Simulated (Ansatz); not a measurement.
Cost and result for the atomization energy of `[Cl][SnH]1[O][GeH2]1` (7 atoms, 7 bonds).

Total charge 0; spin multiplicity 1. Correlated methods include outer-core shells of Ge, Sn, which these sets cover unevenly. Scalar relativity is left out up to krypton. Sn takes the def2 core potential. The geometry is a stationary point of PBE0-D4/def2-TZVP. Program: Ansatz. All runs use 4 threads of a server CPU on a shared host. Times are those of one run each, without the atoms' runs, and a repeat can differ threefold. Electronic energies, without spin–orbit coupling; frozen cores. CCSD(T)/CBS adds CCSD(T) − MP2 in def2-TZVPP to the MP2 limit, and its time is that of the two runs behind it. T1 = 0.016. With those shells the extrapolation isn't a true limit. B3LYP takes the VWN-RPA correlation (the form of Gaussian; ORCA's B3LYP/G).

CCSD(T)/CBS is a level of theory with its own doubt, some kJ/mol a heavy atom from the limit and from the frozen cores, so smaller differences don't rank the functionals.

| level | functions | wall time | atomization (kJ/mol) | difference from CCSD(T)/CBS | per bond |
| --- | --- | --- | --- | --- | --- |
| LDA (SPW92)/def2-TZVPP | 213 | 1.4 s | 2199.7 | 310.1 | 44.3 |
| revPBE-D4/def2-TZVPP | 213 | 2 s | 1822.1 | -67.5 | -9.6 |
| BLYP-D4/def2-TZVPP | 213 | 2.1 s | 1838.8 | -50.8 | -7.3 |
| PBE-D4/def2-TZVPP (with forces) | 213 | 2.4 s | 1887.9 | -1.7 | -0.2 |
| PBE0-D4/def2-TZVPP | 213 | 3.1 s | 1828.5 | -61.1 | -8.7 |
| B3LYP-D4/def2-TZVPP (with forces) | 213 | 4.6 s | 1825.8 | -63.8 | -9.1 |
| r2SCAN-D4/def2-TZVPP (with forces) | 213 | 4.9 s | 1876.8 | -12.8 | -1.8 |
| r2SCANh-D4/def2-TZVPP | 213 | 5.5 s | 1849.9 | -39.7 | -5.7 |
| CCSD(T)/def2-SVP | 105 | 7 s | 1665.4 | -224.2 | -32.0 |
| ωB97X-V/def2-TZVPP | 213 | 8 s | 1874.5 | -15.1 | -2.2 |
| MP2/def2-QZVPP | 388 | 15 s | 1889.7 | 0.1 | 0.0 |
| CCSD(T)/def2-TZVPP | 213 | 2.2 min | 1814.1 | -75.5 | -10.8 |
| CCSD(T)/CBS(def2) | – | 2.5 min | 1889.6 | 0.0 | 0.0 |

The D4 term adds +30.3 kJ/mol with B3LYP and +15.9 kJ/mol with PBE0; it sums over pairs of atoms, weighted by their polarisabilities, and B3LYP, whose exchange is more repulsive, gets the larger term. From PBE to PBE0 (25 % exact exchange), in def2-TZVPP and without D4, the atomization energy moves by −56.9 kJ/mol: exact exchange takes away binding that semilocal exchange gives to molecules. In def2-TZVPP, CCSD(T) changes the Hartree–Fock value by +648.3 kJ/mol (the triples alone add +53.5 kJ/mol) and MP2 by +678.1 kJ/mol; breaking electron pairs costs correlation energy, which Hartree–Fock lacks.

Spin–orbit coupling would lower the free Sn atoms strongly, and the atomization energy with them, by more than many differences here. For some Ge, Se and Sn compounds the MP2-based and the directly extrapolated limit differ by 10 to 25 kJ/mol.
